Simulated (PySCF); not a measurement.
Precursor series Hf F-NH2. Isolated molecules, 0 K electronic values unless said otherwise. One relaxed conformer stands for each flexible species; it need not be the lowest.

The HOMO–LUMO gap from two functionals at the same geometries (r2SCAN-D4/def2-SVP), both in PySCF: PBE-D3(BJ)/def2-TZVP and TPSSh-D3(BJ)/def2-TZVP. 

| species | PBE-D3(BJ)/def2-TZVP (eV) | TPSSh-D3(BJ)/def2-TZVP (eV) |
|---|---|---|
| 0 of 4 F replaced by NH2 | 8.45 | 9.89 |
| 1 of 4 F replaced by NH2 ([Hf(F)3(NH2)]) | 5.17 | 6.32 |
| 2 of 4 F replaced by NH2 ([Hf(F)2(NH2)2]) | 5.09 | 6.21 |
| 3 of 4 F replaced by NH2 ([Hf(F)(NH2)3]) | 4.91 | 5.99 |
| 4 of 4 F replaced by NH2 ([Hf(NH2)4]) | 4.73 | 5.82 |

Over these rows, drawn at random from the members with no instability flagged (it was tested for open shells, ions and some series alone), PBE minus TPSSh-D3(BJ): mean -1.18 eV, from -1.44 eV to -1.09 eV.
